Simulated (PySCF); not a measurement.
Atom-mapped SMILES (the numbers label the heavy atoms): `[CH3:1][C:2]#[C:3][Si@@H:4]([F:5])[C@@H:6]([CH3:7])[F:8]`; H(Xn) means a hydrogen on atom n.

[PySCF: PBE0/pcSseg-1 with gauge-including orbitals; coordinates at the GFN2-xTB level; no solvent model; averaged over atoms made equivalent by symmetry, fast rotation or ring inversion; no relativistic terms; single conformer]

Q: List the cross peaks expected in HSQC, COSY and HMBC spectra.

A: 

HSQC (one-bond C–H):
```
          δH         δC
4.92 (H(C6))  87.0 (C6)
2.16 (H(C1))   5.7 (C1)
1.65 (H(C7))  19.2 (C7)
```

COSY cross peaks (H two or three bonds apart, from the bond graph; peaks can be absent where the dihedral angle is near 90°):
```
           δH            δH
5.17 (H(Si4))  4.92 (H(C6))
 4.92 (H(C6))  1.65 (H(C7))
```

HMBC (two and three bonds, from the bond graph):
```
           δH                                           δC
5.17 (H(Si4))  115.6 (C2), 87.0 (C6), 81.7 (C3), 19.2 (C7)
 4.92 (H(C6))                         81.7 (C3), 19.2 (C7)
 2.16 (H(C1))                        115.6 (C2), 81.7 (C3)
 1.65 (H(C7))                                    87.0 (C6)
```

Scale: 1H and 13C vs TMS (reference shieldings calculated alike).

Shifts are as computed. Against solution values, carbons near 30 ppm lie about +3 ppm off and those near 130 ppm about +5 ppm. Of 1309 compounds with measured shifts, 239 miss one by over three times the rms of a fit or turn the order of signals round; such compounds aren't used in these exercises.
